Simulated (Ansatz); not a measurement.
C5H6, SMILES `CC=C1C=C1` (charge 0, multiplicity 1).

Method: frozen-core CCSD(T)/cc-pVDZ // B3LYP-D3(BJ)/def2-TZVP in Ansatz (a quantum-chemistry and plane-wave program).

Ansatz 0.2 input:
```yaml
crystal:
  periodic: [false, false, false]
  atoms:
    - { symbol: C, position_ang: [-1.722194, -0.414313, -0.181412] }
    - { symbol: C, position_ang: [-0.647816, 0.495504, 0.340628] }
    - { symbol: C, position_ang: [0.646723, 0.30074, 0.13784] }
    - { symbol: C, position_ang: [2.036089, 0.643643, 0.27549] }
    - { symbol: C, position_ang: [1.755906, -0.442034, -0.406859] }
    - { symbol: H, position_ang: [-2.412476, 0.112012, -0.848682] }
    - { symbol: H, position_ang: [-1.291975, -1.246797, -0.741274] }
    - { symbol: H, position_ang: [-2.326474, -0.836673, 0.628014] }
    - { symbol: H, position_ang: [-0.953724, 1.361804, 0.916751] }
    - { symbol: H, position_ang: [2.791614, 1.308287, 0.658281] }
    - { symbol: H, position_ang: [2.124326, -1.282173, -0.969861] }
basis:
  gaussian: { orbitals: cc-pVDZ }
correlation:
  method: ccsd_t
```

Output:

```
Functional definition: HF
917 factors; integrals over basis functions are off by at most 8.3e-4 eV
mean field evaluation 1: about -5241.0802 eV, gradient 3.0e1 eV
mean field evaluation 2: about -5241.3550 eV, gradient 3.0e1 eV
mean field evaluation 4: about -5244.1651 eV, gradient 3.9e0 eV
mean field evaluation 8: about -5244.2155 eV, gradient 1.9e-4 eV
mean field evaluation 16: about -5244.2120 eV, gradient 1.1e0 eV
mean field -5244.21551028 eV, -192.7213653460 hartree, gradient 4.7e-6 eV, S^2 0.000000; 0 other end points of the search recorded, 0 dependent functions left out
5 core orbitals not correlated
reference -5244.21551028 eV, -192.7213653460 hartree; 13, 13 occupied and 82, 82 virtual orbitals, 917 factors
second order -17.86157352 eV of doubles, -0.00000000 eV of singles
cycle   1  -18.47104261 eV  change   -6.1e-1 eV  update   9.4e-2
cycle   2  -18.99271975 eV  change   -5.2e-1 eV  update   3.0e-2
cycle   3  -19.09404086 eV  change   -1.0e-1 eV  update   1.3e-2
cycle   4  -19.09465685 eV  change   -6.2e-4 eV  update   4.3e-3
cycle   5  -19.09677349 eV  change   -2.1e-3 eV  update   1.6e-3
cycle   6  -19.09652557 eV  change    2.5e-4 eV  update   4.9e-4
cycle   7  -19.09635755 eV  change    1.7e-4 eV  update   1.6e-4
cycle   8  -19.09635206 eV  change    5.5e-6 eV  update   5.2e-5
cycle   9  -19.09634474 eV  change    7.3e-6 eV  update   1.6e-5
perturbative correction -0.74921784 eV, -0.0275332478 hartree
Total energy: -5264.06107286 eV, -193.4506763189 hartree
```
